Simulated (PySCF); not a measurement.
# Polarisability and C₆ of Ba (barium, neutral)

[Xe] 5d2, high-spin 3F determinant (an excited configuration). Computed with PySCF 2.14 in aug-cc-pVQZ-X2C (10s9p7d4f2g, 118 functions), with the spin-free X2C one-electron Hamiltonian (Gaussian nucleus). Coupled (time-dependent) response in atomic units; α is the mean over directions.

```
method  mean α (bohr³)         α xx, yy, zz  C₆ (like pair)    S(−4)
 B3LYP           782.8  822.6, 822.6, 703.2            9207  3269000
```

S(−4) is the Cauchy moment in α(ω) = α(0) + S(−4) ω² + …

Spin-orbit coupling is absent.

α(iu) at B3LYP:

```csv
u (hartree),α(iu) (bohr³)
0,782.8
0.0500,148.8
0.100,84.38
0.200,42.47
0.300,27.23
0.500,15.43
0.750,9.577
1.00,6.618
1.50,3.743
2.00,2.438
3.00,1.316
5.00,0.6014
```

The components differ because the open shell of this determinant is not spherical; for a pure term their mean is the scalar polarisability.

Spin-orbit coupling, absent here, splits the open shell strongly.
